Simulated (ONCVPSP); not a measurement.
**manganese (Mn) ONCV: all-electron and pseudo phase curves**

manganese (Mn), optimised norm-conserving Vanderbilt (ONCV), made with ONCVPSP 4.0.1 (LDA (Perdew-Zunger), scalar-relativistic). Core [Ar], reference 3d5 4s1 4p1. Waves: 4s: rc 2.40 bohr, ncon 5, nbas 9, qcut 2.1 1/bohr, 2 projectors, debl 1.6 Ha; 4p: rc 2.80 bohr, ncon 4, nbas 9, qcut 3 1/bohr, 2 projectors, debl 3.8 Ha; 3d: rc 1.30 bohr, ncon 5, nbas 9, qcut 11.6 1/bohr, 2 projectors, debl 0.3 Ha. Local part: polynomial inside 1.05 bohr (lpopt 5, dvloc0 2 Ha). Core correction: Teter function, fcfact 5.75, rcfact 1.7.

In the d channel the program set the typed energies aside and used -0.315, 0.250 Ha.

The phase is arctan(r·R′/R) of the radial function R(r), unwrapped; energies in Ha, scanned from -2 to 5 Ha. A pole is an energy at which the radial function vanishes at the test radius. The pseudo phase is shifted by a multiple of π to meet the all-electron one at the reference energy, and phase errors are pseudo minus all-electron; the curves can meet again beyond the range given. Levels narrower than the energy grid can be missing from the lists of poles. Where the grid stepped over a known ghost or core level, its pole and its step of π were put in at the level’s energy.

```json
{"channel": "s", "radius (bohr)": "2.44", "reference energy (Ha)": "-0.23", "poles, all-electron": "1.03", "poles, pseudo": "-0.70, 1.03, 4.97", "unbroken range about the reference energy with phases within 0.05 rad": "-0.7 to 2.7", "phase error 1 Ha above the reference energy (rad)": "-0.000"}
{"channel": "p", "radius (bohr)": "2.84", "reference energy (Ha)": "-0.08", "poles, all-electron": "0.89, 4.28", "poles, pseudo": "0.84, 4.39", "unbroken range about the reference energy with phases within 0.05 rad": "below 1.5", "phase error 1 Ha above the reference energy (rad)": "-0.015"}
{"channel": "d", "radius (bohr)": "1.32", "reference energy (Ha)": "-0.31", "poles, all-electron": "0.87", "poles, pseudo": "0.87", "unbroken range about the reference energy with phases within 0.05 rad": "the whole range", "phase error 1 Ha above the reference energy (rad)": "+0.000"}
```

Note: ghosts flagged at negative energy: s at -18.9 eV; GHOST(+) flagged for p at 103.7 eV. A true bound ghost makes a file unfit for plane-wave use.

Phases in the s channel:

```json
{"E (Ha)": "-1.98", "all-electron": "1.259", "pseudo": "4.396"}
{"E (Ha)": "-1.80", "all-electron": "1.231", "pseudo": "4.368"}
{"E (Ha)": "-1.62", "all-electron": "1.195", "pseudo": "4.332"}
{"E (Ha)": "-1.44", "all-electron": "1.148", "pseudo": "4.284"}
{"E (Ha)": "-1.26", "all-electron": "1.083", "pseudo": "4.218"}
{"E (Ha)": "-1.08", "all-electron": "0.987", "pseudo": "4.121"}
{"E (Ha)": "-0.90", "all-electron": "0.836", "pseudo": "3.965"}
{"E (Ha)": "-0.72", "all-electron": "0.576", "pseudo": "3.632"}
{"E (Ha)": "-0.54", "all-electron": "0.126", "pseudo": "0.133"}
{"E (Ha)": "-0.36", "all-electron": "-0.452", "pseudo": "-0.452"}
{"E (Ha)": "-0.18", "all-electron": "-0.886", "pseudo": "-0.886"}
{"E (Ha)": "0.00", "all-electron": "-1.137", "pseudo": "-1.136"}
{"E (Ha)": "0.18", "all-electron": "-1.284", "pseudo": "-1.284"}
{"E (Ha)": "0.36", "all-electron": "-1.380", "pseudo": "-1.380"}
{"E (Ha)": "0.54", "all-electron": "-1.448", "pseudo": "-1.448"}
{"E (Ha)": "0.72", "all-electron": "-1.501", "pseudo": "-1.501"}
{"E (Ha)": "0.90", "all-electron": "-1.543", "pseudo": "-1.543"}
{"E (Ha)": "1.08", "all-electron": "-1.580", "pseudo": "-1.580"}
{"E (Ha)": "1.26", "all-electron": "-1.615", "pseudo": "-1.615"}
{"E (Ha)": "1.44", "all-electron": "-1.649", "pseudo": "-1.649"}
{"E (Ha)": "1.62", "all-electron": "-1.684", "pseudo": "-1.684"}
{"E (Ha)": "1.80", "all-electron": "-1.723", "pseudo": "-1.724"}
{"E (Ha)": "1.98", "all-electron": "-1.771", "pseudo": "-1.772"}
{"E (Ha)": "2.16", "all-electron": "-1.832", "pseudo": "-1.834"}
{"E (Ha)": "2.34", "all-electron": "-1.920", "pseudo": "-1.925"}
{"E (Ha)": "2.52", "all-electron": "-2.060", "pseudo": "-2.076"}
{"E (Ha)": "2.70", "all-electron": "-2.319", "pseudo": "-2.369"}
{"E (Ha)": "2.88", "all-electron": "-2.840", "pseudo": "-2.982"}
{"E (Ha)": "3.06", "all-electron": "-3.562", "pseudo": "-3.727"}
{"E (Ha)": "3.24", "all-electron": "-4.024", "pseudo": "-4.133"}
{"E (Ha)": "3.42", "all-electron": "-4.252", "pseudo": "-4.327"}
{"E (Ha)": "3.60", "all-electron": "-4.377", "pseudo": "-4.436"}
{"E (Ha)": "3.78", "all-electron": "-4.455", "pseudo": "-4.506"}
{"E (Ha)": "3.96", "all-electron": "-4.508", "pseudo": "-4.556"}
{"E (Ha)": "4.14", "all-electron": "-4.547", "pseudo": "-4.593"}
{"E (Ha)": "4.32", "all-electron": "-4.577", "pseudo": "-4.624"}
{"E (Ha)": "4.50", "all-electron": "-4.602", "pseudo": "-4.651"}
{"E (Ha)": "4.68", "all-electron": "-4.622", "pseudo": "-4.675"}
{"E (Ha)": "4.86", "all-electron": "-4.639", "pseudo": "-4.698"}
```
